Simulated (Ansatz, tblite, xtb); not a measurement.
**How methods differ on C2H7BOS (SMILES CSB(C)O)**

C2H7BOS: 12 atoms, total charge 0, spin state singlet. As SMILES, `CSB(C)O`. The coordinates come from a PBE0-D4/def2-TZVP relaxation. This is one conformer, not always the lowest.

```xyz
12

C    -1.4024    0.1650    1.2801
S    -0.4208    1.4483    0.4720
B     0.7143    0.5189   -0.6009
C     0.7243   -1.0430   -0.7046
O     1.5994    1.2316   -1.3530
H    -1.9522   -0.4252    0.5486
H    -2.1131    0.6714    1.9319
H    -0.7721   -0.4871    1.8831
H     0.9058   -1.5094    0.2685
H     1.4955   -1.3849   -1.3972
H    -0.2406   -1.4253   -1.0518
H     1.5389    2.1843   -1.2429
```

Quantity: the dipole moment, in D. The values are calculated.

```json
{"level": "GFN2-xTB", "kind": "semi-empirical", "program": "xtb", "value (D)": "1.31", "CPU time": "under 2 s"}
{"level": "GFN0-xTB", "kind": "semi-empirical", "program": "xtb", "value (D)": "0.93", "CPU time": "under 2 s"}
{"level": "GFN1-xTB", "kind": "semi-empirical", "program": "xtb", "value (D)": "1.19", "CPU time": "under 2 s"}
{"level": "IPEA1-xTB", "kind": "semi-empirical", "program": "tblite", "value (D)": "1.12", "CPU time": "under 2 s"}
{"level": "HF/STO-3G", "kind": "Hartree–Fock", "program": "Ansatz", "value (D)": "0.68", "CPU time": "3.6 s"}
{"level": "HF/3-21G", "kind": "Hartree–Fock", "program": "Ansatz", "value (D)": "1.24", "CPU time": "5.7 s"}
{"level": "HF/def2-SVP", "kind": "Hartree–Fock", "program": "Ansatz", "value (D)": "1.25", "CPU time": "20 s"}
{"level": "HF/def2-TZVP", "kind": "Hartree–Fock", "program": "Ansatz", "value (D)": "1.38", "CPU time": "82 s"}
{"level": "B3LYP/6-31G* (spherical functions)", "kind": "global hybrid", "program": "Ansatz", "value (D)": "1.04", "CPU time": "30 s"}
{"level": "B3LYP/6-31G* (Cartesian functions)", "kind": "global hybrid", "program": "Ansatz", "value (D)": "1.05", "CPU time": "30 s"}
```

The values span 0.68 to 1.38 D. Magnitudes only: a small dipole may point the other way at some levels. Sets without polarisation functions give poor dipoles. Without the sets that lack polarisation functions the rows with a basis span only 1.04 to 1.38 D. Times are those of the runs behind each value, whatever else they computed, on shared processors of several kinds: orders of magnitude only.
